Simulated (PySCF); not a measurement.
# Spectroscopy problems

PySCF 2.14.0 with density-fitted response routines calculation with shielding tensors at PBE0/pcSseg-1 (GIAO), geometry from GFN2-xTB and couplings computed with B3LYP/pcJ-1 (spin–dipole term left out of most H,H and C,H couplings); single conformer, averaged over atoms made equivalent by symmetry, fast rotation or ring inversion, non-relativistic Hamiltonian, no solvent model.

Shifts are taken against calculated references (same method and geometry level): TMS for 1H, 13C. Multiplet labels drop J under 1 Hz and among equivalent protons, and merge close values. Unscaled 3J(H,H) run several per cent high. Where no couplings were computed, multiplicities follow the n + 1 count of equivalent neighbours, and m marks all less simple cases (inequivalent or close neighbours, rings, F or P nearby). One-bond C–F couplings are unscaled and too large by tens of Hz. Shifts are as computed. Against solution values, carbons near 30 ppm lie about +3 ppm off and those near 130 ppm about +5 ppm. Of 1211 compounds with measured shifts, 218 miss one by over three times the rms of a fit or turn the order of signals round; such compounds aren't used in these exercises. OH and NH positions are gas-phase values without hydrogen bonding to other molecules.

Question: C5H12N2. 1H NMR (500 MHz, computed): δ 6.78 (s, 1H), 5.09 (br s, 2H), 1.03 (s, 9H). 13C{1H} NMR (computed): δ 146.9 (CH), 36.3 (C), 29.6 (CH3). Identify the compound.

Answer: `CC(C)(C)/C=N/N`. The formula gives 1 degree of unsaturation (no ring in the answer). 3 carbon signals for 5 carbons: some carbons are equivalent by symmetry or fast rotation. Carbon types of the structure: 1 × C, 1 × CH, 3 × CH3, leaving 2 H on heteroatoms. δC 146.9: C=N carbon. δC 36.3: quaternary sp3 carbon; saturated and bonded to C and H only. δC 29.6: methyl carbon; a saturated carbon with 1 carbon neighbour and no heteroatom attached. δH 5.09: hydrogen on a nitrogen bonded to O or N; labile proton, position sensitive to the medium.

The shifts were computed for this structure.

Question: C4H5F3. 1H NMR (400 MHz, computed): δ 6.46 (dq, J = 12.5, 8.4 Hz, 1H), 5.91 (dqq, J = 12.5, 8.0, 2.5 Hz, 1H), 2.14 (ddq, J = 8.4, 2.5, 2.4 Hz, 3H). 13C{1H} NMR (computed): δ 150.3 (CH, q, J = 4.5 Hz), 132.6 (C, q, J = 337.9 Hz), 129.0 (CH, q, J = 33.8 Hz), 19.3 (CH3). Give a structure.

Answer: SMILES C/C=C\C(F)(F)F. The formula gives 1 degree of unsaturation (no ring in the answer). 4 carbon signals for 4 carbons: no two carbons are equivalent. Carbon types of the structure: 1 × C, 2 × CH, 1 × CH3, which accounts for all hydrogens. δC 150.3, 129.0: alkene CH; as expected for a trigonal carbon in a double bond. δC 132.6: CF3 carbon; 3 electronegative neighbours deshield it. δH 6.46, 5.91: hydrogen on an alkene CH; a vinylic proton, deshielded by the sp2 carbon and the C=C anisotropy. δH 2.14: hydrogen on an allylic methyl carbon; allylic position. The protons at 6.46 and 5.91 share a coupling of 12.5 Hz (vicinal, cis across C=C). The protons at 2.14 and 6.46 share a coupling of 8.4 Hz (vicinal).

The data come from this structure; uniqueness wasn't tested.

Question: C5H3FO. 1H NMR (400 MHz, computed): δ 10.65 (s, 1H), 8.42 (dd, J = 8.1, 1.0 Hz, 1H), 7.36 (dd, J = 92.4, 1.0 Hz, 1H). 13C{1H} NMR (computed): δ 184.3 (CH), 145.2 (CH, d, J = 1.7 Hz), 135.9 (C, d, J = 25.7 Hz), 134.5 (CH, d, J = 305.9 Hz), 104.2 (C, d, J = 22.9 Hz). Give a structure.

Answer: `O=CC1=CC/1=C/F`. Rings plus π bonds: 4 (1 ring in the answer). 5 carbon signals for 5 carbons: no two carbons are equivalent. Carbon types of the structure: 2 × C, 3 × CH, which accounts for all hydrogens. δC 184.3: aldehyde carbonyl carbon; the double bond to the heteroatom, with no lone-pair donor beside it, deshields it most. δC 134.5: alkene CH; the olefinic region. δC 104.2: fully substituted alkene carbon; the olefinic region. δH 10.65: hydrogen on an aldehyde carbonyl carbon; deshielded by the polar, anisotropic C=O bond.

The data come from this structure; uniqueness wasn't tested.
